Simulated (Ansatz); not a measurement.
Reaction (ligand exchange at the Si–O bond): `CO[SiH](N)O` + CH₃SH → `CS[SiH](N)O` + CH₃OH

Isolated molecules relaxed with PBE0-D4/def2-TZVP in Ansatz; ΔE leaves out vibrations. CCSD(T)/CBS is the MP2 limit (def2-TZVPP, def2-QZVPP) plus CCSD(T) − MP2 in def2-TZVPP, frozen cores. This one scheme is used for every species. Functionals use def2-TZVPP. B3LYP here is the variant with VWN-RPA as its local correlation; programs differ in this. Each species was taken in one conformer, which may not be the lowest.

CCSD(T)/CBS gives +0.52 eV.

Another level gave +0.43 eV. Which?
A. SCS-MP2/def2-TZVPP
B. B3LYP-D4/def2-TZVPP
C. HF/def2-TZVPP
D. PBE0-D4/def2-TZVPP

D. PBE0-D4 0.43, B3LYP-D4 0.54, SCS-MP2/def2-TZVPP 0.58, HF/def2-TZVPP 0.72 eV.

Largest T1 diagnostic among the species: 0.011.

The D4 term adds −0.05 eV with B3LYP and −0.03 eV with PBE0; it sums over pairs of atoms, weighted by their polarisabilities, and B3LYP, whose exchange is more repulsive, gets the larger term. In def2-TZVPP, CCSD(T) changes the Hartree–Fock value by −0.16 eV (the triples alone add −0.03 eV) and MP2 by −0.19 eV.
